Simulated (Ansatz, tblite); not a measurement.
Cost and result up the ladder for (ClBS)3 ring (B₃S₃Cl₃) (9 atoms). Charge 0, multiplicity 1. Geometry: PBE-D4/def2-SVP.

Cartesian coordinates in Å:
```
B -0.307 0.700 -1.529
Cl -0.623 1.423 -3.108
S 0.458 1.821 -0.323
B 0.718 0.934 1.239
Cl 1.460 1.898 2.519
S 0.342 -0.780 1.704
B -0.411 -1.634 0.290
Cl -0.836 -3.321 0.589
S -0.800 -1.040 -1.381
```

Ansatz on 2 threads of AMD EPYC 7R13 on a shared host and a share (18 GiB) of an NVIDIA H100 80GB HBM3; xTB runs through tblite on one thread. Times are rough, summed over both states, and most runs start from the orbitals of an earlier one. PBE0-D4/def2-TZVP serves as the yardstick here, not as an exact answer. Differences are given only for rows in sets of like size (and for xTB, whose basis is part of the method), since another set adds its own error. The other state is a doublet.

The xTB rows come from tblite. LC-ωPBE has ω = 0.4 bohr⁻¹. Correlated methods freeze 33 core orbitals. The rows differ in basis, and correlated rows in double-zeta sets carry the largest basis error. In CCSD on the charge 1 doublet the largest single amplitude is 0.23, so its Hartree–Fock determinant may place the open shell otherwise than the density functionals do.

Run but left out: PBE-D4/def2-TZVP (charge +1 doublet: an occupied level 0.20 eV above an empty one).

Correlated methods converge slowly with the basis, most of all in double-zeta sets.

Raw xTB energies of ions are shifted by several eV.

```tsv
level	functions	vertical IE (eV)	difference from PBE0-D4/def2-TZVP (eV)
PBE0-D4/def2-TZVP (with forces)	315	10.22	0.00
CCSD(T)/def2-SVP	150	10.11	–
LC-ωPBE/def2-TZVP	315	10.69	0.47
GFN2-xTB	66	13.97	3.76
GFN1-xTB	66	14.46	4.25
```

Estimate how long each takes.

GFN1-xTB 0.035 s; GFN2-xTB 0.044 s; CCSD(T)/def2-SVP 12 s; LC-ωPBE/def2-TZVP 15 s; PBE0-D4/def2-TZVP (with forces) 16 s. On shared hardware such times vary by a factor of up to 3.
